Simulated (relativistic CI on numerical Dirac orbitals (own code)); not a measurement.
**Slater and spin-orbit integrals, Os LVIII**

Calculated at this level of theory: Dirac-Coulomb-Breit CI, separate exchange-only KLI orbitals for each configuration, model QED (radiative potential, 1s self-energy scaled to tabulated hydrogen-like ionisation energies), unscaled Slater integrals (own radial code, finite nucleus).

Slater integrals F^k, G^k are unscaled and averaged over j, outside the closed core [Ne]; ζ comes from projecting the Hamiltonian with its Breit term on Σ l·s of the shell.

- 3s²3p⁶3d: ζ(3d) = 282400 cm⁻¹; <r>(3d) = 0.1595, <r^2>(3d) = 0.0294 (bohr units).
- 3s²3p⁵3d²: ζ(3p) = 2.0854e+06, F^2(3d,3d) = 642580, F^4(3d,3d) = 415860, F^2(3p,3d) = 549940, G^1(3p,3d) = 575190, G^3(3p,3d) = 387030, ζ(3d) = 280300 cm⁻¹; <r>(3p) = 0.1792, <r^2>(3p) = 0.03726, <r>(3d) = 0.1597, <r^2>(3d) = 0.02946 (bohr units).
- 3s3p⁶3d²: F^2(3d,3d) = 642250, F^4(3d,3d) = 415640, G^2(3s,3d) = 444240, ζ(3d) = 281410 cm⁻¹; <r>(3s) = 0.1819, <r^2>(3s) = 0.03784, <r>(3d) = 0.1598, <r^2>(3d) = 0.02949 (bohr units).

(1) Give the Racah parameters of the d shell in 3s²3p⁵3d².

Averages of the first 10 configurations, taken without configuration mixing, which lowers the lowest level and can move excited configurations by several eV; other configurations of the list can lie among them:

```
Configuration  Parity  States  Average energy above the lowest level (eV)
     3s²3p⁶3d    even      10                                        53.3
    3s²3p⁵3d²     odd     270                                       515.7
     3s3p⁶3d²    even      90                                      1004.8
     3s²3p⁶4s    even       2                                      2275.8
     3s²3p⁶4p     odd       6                                      2462.9
     3s²3p⁶4d    even      10                                      2652.7
   3s²3p⁵3d4s     odd     120                                      2726.9
     3s²3p⁶4f     odd      14                                      2780.3
   3s²3p⁵3d4p    even     360                                      2914.4
       3p⁶3d³    even     120                                      1968.6
```

Answers

(1) B = F²/49 − 5F⁴/441 = 8399 cm⁻¹ and C = 35F⁴/441 = 33005 cm⁻¹.
